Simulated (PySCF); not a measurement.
**Shapes and spin states of IrF₃⁺**

Computed with PySCF, B3LYP, basis Ir def2-SVP with ECP60, F def2-SVP (scalar-relativistic core potentials, no spin–orbit coupling, density fitting).

Relaxations began from a few typed shapes and spin states; open shells are unrestricted. The search is not exhaustive: other isomers or separated fragments can lie lower, and high-lying points may rest on an excited occupation.

Problem. Order these stationary points by electronic energy, lowest first, in kJ/mol from the lowest minimum.
A. sextet C3v: Ir–F 1.896 Å (×3); F–Ir–F 116.7° (×3)
B. doublet (⟨S²⟩ 1.43) C2v: Ir–F 1.799 Å (×2), Ir–F 1.843 Å; F–Ir–F 95.9° (×2), F–Ir–F 168.2°
C. sextet D3h: Ir–F 1.897 Å (×3); F–Ir–F 120.0° (×3)
D. doublet D3h: Ir–F 1.807 Å (×3); F–Ir–F 120.0° (×3)
E. quartet C2v: Ir–F 1.805 Å, Ir–F 1.824 Å (×2); F–Ir–F 100.3° (×2), F–Ir–F 159.4°
F. quartet C2v: Ir–F 1.813 Å (×2), Ir–F 1.821 Å; F–Ir–F 89.8°, F–Ir–F 135.1° (×2)
G. sextet C2v: Ir–F 1.851 Å (×2), Ir–F 1.954 Å; F–Ir–F 100.4° (×2), F–Ir–F 159.2°

Solution. E (0.0), F (7.8), D (8.9), B (45.2), G (149.3), A (159.4), C (160.8).

Problem. Which of them are minima?

Solution. By energy in kJ/mol, 0.0: minimum; 7.8: saddle point, 1 imaginary mode; 8.9: minimum; 45.2: minimum; 149.3: minimum; 159.4: saddle point, 2 imaginary modes; 160.8: saddle point, 3 imaginary modes.

Formally Ir is in oxidation state +4, d5, with 3 unpaired electrons (the high-spin count would be 5). The Mulliken spin on Ir is 2.12. The polar-tensor charge on Ir, 1.93, is far below the formal one.

For the lowest minimum: with open d or f shells other occupations or spin states may lie lower. With an element this heavy the missing spin–orbit coupling can shift these numbers.

The electron or spin density has lower symmetry than the nuclear frame for the doublet (⟨S²⟩ 1.43) C2v at 45.2 kJ/mol.
